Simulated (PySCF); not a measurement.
A structure optimised at PBE-D3(BJ)/def2-SVP, used in a PySCF frequency run:

```
Si
N 1 1.7530
H 2 1.0235 1 118.89
Si 2 1.7547 3 117.04 1 176.09
N 1 1.7556 2 106.02 3 148.81
H 5 1.0251 1 115.94 2 -60.53
Si 5 1.7562 6 114.69 1 177.52
H 7 1.5038 5 107.21 6 5.26
H 4 1.5052 2 111.11 3 137.08
H 4 1.5059 9 109.20 2 118.37
H 7 1.5062 8 109.10 5 -121.38
H 7 1.5084 8 108.62 11 -116.31
H 1 1.5090 2 106.96 3 27.72
H 4 1.5098 9 107.35 10 116.35
C 1 1.8814 13 109.66 2 124.27
H 15 1.1089 1 110.02 13 -58.15
H 15 1.1094 16 107.67 1 121.18
H 15 1.1098 16 107.79 17 116.80
```
Charge 0, spin multiplicity 1.

Question: Write its SMILES and formula.

Answer: C[SiH](N[SiH3])N[SiH3], CH₁₂N₂Si₃

Question: What are its rotational constants (standard atomic weights)?

Answer: 2.2265, 1.1613, 0.89795 GHz
